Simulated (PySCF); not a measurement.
**From computed data to an observable: dipole moment from atomic charges**

CH4O2Pb, SMILES [Pb]([O]C)[OH] (connectivity only; charge and spin as stated), neutral, multiplicity 1. Atoms are numbered in the order given.

```xyz
8

Pb    -0.0852     0.0951     0.4718
O     -1.2389     1.0524    -1.0181
H     -1.0358     0.7401    -1.9127
O      1.1017    -1.0398    -0.8749
C      1.0174    -0.9640    -2.2640
H      0.8428     0.0657    -2.6494
H      1.9636    -1.3134    -2.7208
H      0.2082    -1.6033    -2.6777
```
Charge 0, spin multiplicity 1.

Geometry: r2SCAN-D4/def2-SVP. The def2 effective core potentials stand for the cores of Pb; spin–orbit coupling is left out. Other conformers were not sampled.

Charges (e) from B3LYP/def2-TZVP (PySCF):

```
atom  ESP fit  Mulliken
----  -------  --------
Pb1     0.637     0.872
O2     -0.669    -0.717
H3      0.338     0.297
O4     -0.500    -0.563
C5      0.215    -0.163
H6     -0.002     0.072
H7     -0.017     0.104
H8     -0.003     0.100
```

The dipole moment of the full density is 1.64 D.

Q: What dipole moment does each set of point charges give, and which comes closer to that of the density?

A: 
μ = Σ q r, and 1 e Å = 4.8032 D.
ESP fit: Σ q r = (0.057, -0.054, 0.345) e Å, |μ| = 1.70 D.
Mulliken: Σ q r = (0.006, -0.001, 0.693) e Å, |μ| = 3.33 D.
ESP fit comes closer in size. Point charges leave out the atoms' own dipoles (lone pairs, polarised bonds); fits to the potential absorb them, partitions of the density don't.
